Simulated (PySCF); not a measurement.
Correlation energy of O²⁺ (oxygen, charge +2)

[He] 2s2 2p2, high-spin 3P determinant. All numbers are calculated (PySCF 2.14, no relativity, point nucleus, in def2-SVP). Frozen: 1s2; 4 electrons correlated.

MP2 pair energies summed by pair of shells (mhartree):

```tsv
pair	energy	share (%)
2s-2p	-31.59	57.6
2s-2s	-18.59	33.9
2p-2p	-4.68	8.5
```

Total MP2 correlation energy: -54.86 mhartree.

Same-spin part -7.65 and opposite-spin part -47.20 mhartree; SCS-MP2 scales them by 1/3 and 6/5 to -59.19 mhartree.

```json
{"level": "CCSD", "correlation energy (mhartree)": "-77.61"}
{"level": "(T)", "correlation energy (mhartree)": "-0.63"}
{"level": "CCSD(T)", "correlation energy (mhartree)": "-78.24"}
```

Diagnostics: T1 = 0.0044, D1 = 0.0086, largest double amplitude 0.129.

Cost of the coupled-cluster step: 0.04 s of wall time on 1 thread of AMD EPYC 9R45 96-Core Processor (shared host), for 4 correlated electrons.
